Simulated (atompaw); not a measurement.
## argon (Ar): PAW (atompaw) pseudisation with LDA (PW92), scalar-relativistic reference atom.

* Element: Ar (Z = 18)
* Generator: atompaw 4.2.0.5
* Type: PAW
* Functional: LDA (PW92)
* Relativity: scalar-relativistic
* Frozen core: [Ne]
* Valence charge: 8
* Reference configuration: 3s2 3p6
* Partial waves: 3s (bound): rc 1.50 bohr; 3s channel at -0.2 Ry: rc 1.50 bohr; 3p (bound): rc 1.50 bohr; 3p channel at 0.05 Ry: rc 1.50 bohr
* Local potential: troulliermartins scheme with l = 2 at 0.5 Ry, radius 1.30 bohr
* Core correction: smooth core density matched at 1.10 bohr
* Augmentation charge: besselshape compensation charge, radius 1.15 bohr; PAW radius 1.50 bohr; waves and projectors: custom rrkj vanderbiltortho

Calculated quality:

```
Cutoffs needed                                           : 30 Ry and 40 Ry (the cutoffs (Ry, on a coarse ladder) from which the occupation-weighted sum of valence levels, in a spherical-Bessel basis at the reference potential, stays within 10 and 1 mRy of its value at 400 Ry)
Ghost test                                               : no extra level below or beside the all-electron valence levels (s, p, d, f tested) (spherical-Bessel basis up to 400 Ry, 20 bohr box)
Lowest eigenvalue of the overlap operator                : 0.34 (s channel)
Overlap eigenvalues printed by atompaw (projector basis) : 0.104, 0.703, 83.6, 803
Warning                                                  : the pseudo core plus compensation charge is negative at some radii, so no UPF file was written
Share of each valence orbital outside the PAW sphere     : 3s 37 %, 3p 52 %
```

Generation and tests took about 1.4 s on one core of a shared server CPU.
